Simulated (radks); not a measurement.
Results of a calculation; reference values are marked as such.
Question: The mean radii <r> (bohr) of the occupied orbitals of an atom or ion are listed with their occupations. Level of theory: Dirac Kohn-Sham, PBE, spin-unpolarised, spherical densities, finite nucleus; Fermi nuclear charge, rms radius of each element as measured or else 0.836 A^(1/3) + 0.57 fm (a radial shooting solver on a logarithmic mesh with Libxc functionals).

| orbital | occ. | <r> |
|---|---|---|
| 1s1/2 | 2 | 0.01774 |
| 2s1/2 | 2 | 0.07401 |
| 2p1/2 | 2 | 0.06108 |
| 2p3/2 | 4 | 0.06919 |
| 3s1/2 | 2 | 0.1877 |
| 3p1/2 | 2 | 0.1773 |
| 3p3/2 | 4 | 0.1908 |
| 3d3/2 | 3.2 | 0.1654 |
| 3d5/2 | 4.8 | 0.1695 |

Name the element and its charge. Open shells, if any, are shared by 2j + 1.

Answer: Z = 76, osmium, charge +50: Os50+ in [Ar] 3d8. The 1s radius gives Z: for a bare nucleus <r> = (2 gamma + 1)/(2Z) with gamma = sqrt(1 - (Z/c)^2), 0.01753 bohr for Z = 76, and screening makes it slightly larger (0.01774 here). The occupations add up to 26, and the charge is Z minus that.
